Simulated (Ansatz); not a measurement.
CH$_{6}$AlGaO, SMILES `[CH3][AlH][O][GaH2]`. Total charge 0; spin multiplicity 1. The geometry is a stationary point of PBE0-D4/def2-TZVP. It is one conformer, not always the lowest.

```xyz
10

C     1.559    1.361   -0.219
Al    0.799   -0.407   -0.521
O    -0.739   -0.757    0.056
Ga   -2.350   -1.167    0.652
H     2.526    1.488   -0.711
H     0.889    2.146   -0.583
H     1.703    1.545    0.851
H     1.568   -1.562   -1.294
H    -3.537   -0.880   -0.323
H    -2.418   -1.767    2.093
```

**Question.** What is the dipole moment at B3LYP/def2-TZVPP? (An estimate is asked.)

**Answer.** Ansatz gave: 0.74 D, with components (-0.49, 0.40, 0.37) D in this frame, pointing from negative to positive charge.

**Question.** And with PBE, r2SCAN, ωB97M-V? (Best estimate.)

**Answer.** The calculation gave: PBE 0.72 D, r2SCAN 0.75 D, ωB97M-V 0.79 D.

**Question.** Give the Mulliken charges with B3LYP, r2SCAN, ωB97M-V in def2-TZVPP. (Estimate.)

**Answer.** Computed: 
```
atom  B3LYP  r2SCAN  ωB97M-V
  C1  -0.45   -0.39    -0.53
 Al2   0.51    0.56     0.50
  O3  -0.35   -0.40    -0.37
 Ga4   0.27    0.31     0.24
  H5   0.09    0.07     0.11
  H6   0.09    0.06     0.11
  H7   0.09    0.06     0.11
  H8  -0.15   -0.16    -0.12
  H9  -0.05   -0.06    -0.03
 H10  -0.05   -0.06    -0.03
```

B3LYP here is the variant with VWN-RPA as its local correlation; programs differ in this.
